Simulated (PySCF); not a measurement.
Predicted microwave data (PBE0-D3(BJ)/def2-SVP geometry optimisation, gas phase (PySCF 2.14.0)) for one isomer of C7H9F3O:

```
Rotational constants : A = 2260, B = 727.5, C = 670.6 MHz
Dipole components    : |μa| = 1.59 D, |μb| = 0.59 D, |μc| = 0.35 D
Inertial defect      : -164.60 u·Å²
κ                    : -0.93
```

Question: Which structure is it? (One computed conformer of each.)
A. `[F:1][CH:2]([F:3])[C@@H:4]1[CH2:5][C@@H:6]2[O:7][C@H:8]1[CH2:9][C@@H:10]2[F:11]` with F1–C2–C4–C5 180°
B. `[CH2:1]=[CH:2][C@@H:3]1[O:4][CH2:5][CH2:6][C@@H:7]1[C:8]([F:9])([F:10])[F:11]` with C1–C2–C3–O4 -123°, C2–C3–O4–C5 -87°, C3–O4–C5–C6 -18°, O4–C5–C6–C7 -8°, C5–C6–C7–C8 156°
C. `[CH2:1]=[CH:2][O:3][C:4](=[CH2:5])[CH2:6][CH2:7][C:8]([F:9])([F:10])[F:11]` with C1–C2–O3–C4 -148°, C2–O3–C4–C5 18°, O3–C4–C6–C7 60°, C4–C6–C7–C8 -175°
D. `[F:1][CH2:2][C@@:3]12[CH2:4][CH2:5][C@@H:6]1[C@H:7]2[O:8][CH:9]([F:10])[F:11]` with F1–C2–C3–C4 -51°, C6–C7–O8–C9 167°, C7–O8–C9–F10 169°

Answer: A. It is FC(F)[C@@H]1C[C@@H]2O[C@H]1C[C@@H]2F, a near-prolate asymmetric top, point group C1. The candidates at the same level (rigid rotor, commonest isotopes):

| SMILES | A (MHz) | B (MHz) | C (MHz) | μa (D) | μb (D) | μc (D) | Δ (u·Å²) | point group | rotor |
| --- | --- | --- | --- | --- | --- | --- | --- | --- | --- |
| FC[C@@]12CC[C@@H]1[C@H]2OC(F)F | 1799 | 721.2 | 587.1 | 0.45 | 2.19 | 1.73 | -120.86 | C1 | asymmetric top |
| C=C[C@@H]1OCC[C@@H]1C(F)(F)F | 1487 | 1012 | 734.7 | 0.67 | 1.01 | 0.45 | -151.16 | C1 | asymmetric top |
| C=COC(=C)CCC(F)(F)F | 2201 | 471.4 | 426.5 | 2.16 | 0.67 | 0.89 | -116.73 | C1 | near-prolate asymmetric top |
| FC(F)[C@@H]1C[C@@H]2O[C@H]1C[C@@H]2F | 2260 | 727.5 | 670.6 | 1.59 | 0.59 | 0.35 | -164.60 | C1 | near-prolate asymmetric top |

`C=COC(=C)CCC(F)(F)F` has C 36 % too low; `C=C[C@@H]1OCC[C@@H]1C(F)(F)F` has B 39 % too high; `FC[C@@]12CC[C@@H]1[C@H]2OC(F)F` has A 20 % too low. No structure here is proved a minimum.
